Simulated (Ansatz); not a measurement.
Relaxation of H₆N₂OSi (10 atoms, charge 0, multiplicity 1), to a largest force component of 0.02 eV/Å in at most 40 steps.

The calculation used RKS PBE/6-31G* in Ansatz 0.2.0.

```xyz
10
Properties=species:S:1:pos:R:3:forces:R:3
Si 0.000 0.000 0.000 1.54 -2.12 -1.21
O 0.000 0.000 1.680 -1.40 -0.62 0.38
H -0.909 -0.281 2.017 1.19 0.47 -0.26
N 1.716 0.000 -0.606 -1.21 0.13 0.15
H 2.215 -0.918 -0.787 -0.52 1.71 0.29
H 2.217 0.918 -0.778 -0.47 -1.72 0.16
H -0.688 1.191 -0.486 -0.10 0.76 -0.28
N -0.857 -1.485 -0.606 0.48 0.62 0.48
H -1.392 -2.101 0.070 0.83 0.68 -1.50
H -0.822 -1.734 -1.636 -0.33 0.09 1.79
```

Problem. Where does it end, and by what steps?

Solution. It converged. After 25 steps the energy has fallen by 0.665 eV; H3 moved furthest, 0.93 Å.

```json
{"step": "0", "energy less start (eV)": "0.0000", "largest force component (eV/Å)": "2.123", "accepted": "yes"}
{"step": "1", "energy less start (eV)": "-0.4387", "largest force component (eV/Å)": "1.050", "accepted": "yes"}
{"step": "2", "energy less start (eV)": "-0.5525", "largest force component (eV/Å)": "0.359", "accepted": "yes"}
{"step": "3", "energy less start (eV)": "-0.5673", "largest force component (eV/Å)": "0.130", "accepted": "yes"}
{"step": "4", "energy less start (eV)": "-0.5833", "largest force component (eV/Å)": "0.114", "accepted": "yes"}
{"step": "5", "energy less start (eV)": "-0.5867", "largest force component (eV/Å)": "0.252", "accepted": "yes"}
{"step": "6", "energy less start (eV)": "-0.5533", "largest force component (eV/Å)": "1.156", "accepted": "no"}
{"step": "7", "energy less start (eV)": "-0.5950", "largest force component (eV/Å)": "0.087", "accepted": "yes"}
{"step": "8", "energy less start (eV)": "-0.5960", "largest force component (eV/Å)": "0.078", "accepted": "yes"}
{"step": "9", "energy less start (eV)": "-0.5966", "largest force component (eV/Å)": "0.030", "accepted": "yes"}
{"step": "10", "energy less start (eV)": "-0.5261", "largest force component (eV/Å)": "1.419", "accepted": "no"}
{"step": "11", "energy less start (eV)": "-0.5979", "largest force component (eV/Å)": "0.057", "accepted": "yes"}
{"step": "12", "energy less start (eV)": "-0.5989", "largest force component (eV/Å)": "0.092", "accepted": "yes"}
{"step": "13", "energy less start (eV)": "-0.5862", "largest force component (eV/Å)": "0.824", "accepted": "no"}
{"step": "14", "energy less start (eV)": "-0.6037", "largest force component (eV/Å)": "0.235", "accepted": "yes"}
{"step": "15", "energy less start (eV)": "-0.6078", "largest force component (eV/Å)": "0.404", "accepted": "yes"}
{"step": "16", "energy less start (eV)": "-0.6310", "largest force component (eV/Å)": "0.152", "accepted": "yes"}
{"step": "17", "energy less start (eV)": "-0.6185", "largest force component (eV/Å)": "0.716", "accepted": "no"}
{"step": "18", "energy less start (eV)": "-0.6435", "largest force component (eV/Å)": "0.184", "accepted": "yes"}
{"step": "19", "energy less start (eV)": "-0.6541", "largest force component (eV/Å)": "0.174", "accepted": "yes"}
{"step": "20", "energy less start (eV)": "-0.6544", "largest force component (eV/Å)": "0.377", "accepted": "yes"}
{"step": "21", "energy less start (eV)": "-0.6615", "largest force component (eV/Å)": "0.103", "accepted": "yes"}
{"step": "22", "energy less start (eV)": "-0.6649", "largest force component (eV/Å)": "0.063", "accepted": "yes"}
{"step": "23", "energy less start (eV)": "-0.6652", "largest force component (eV/Å)": "0.053", "accepted": "yes"}
{"step": "24", "energy less start (eV)": "-0.6652", "largest force component (eV/Å)": "0.031", "accepted": "yes"}
{"step": "25", "energy less start (eV)": "-0.6653", "largest force component (eV/Å)": "0.008", "accepted": "yes"}
```

```xyz
10
Properties=species:S:1:pos:R:3
Si -0.064 -0.172 -0.010
O -0.254 -0.417 1.646
H -0.322 0.425 2.134
N 1.516 -0.021 -0.703
H 2.195 -0.773 -0.575
H 1.972 0.892 -0.712
H -0.698 1.160 -0.333
N -0.701 -1.635 -0.664
H -1.529 -2.058 -0.251
H -0.634 -1.812 -1.664
```

Whether the end is a true minimum wasn't checked by a vibrational analysis.

Run time: 74 s on 1 thread of Arm Neoverse V1 (shared host), peak memory 0.12 GiB.
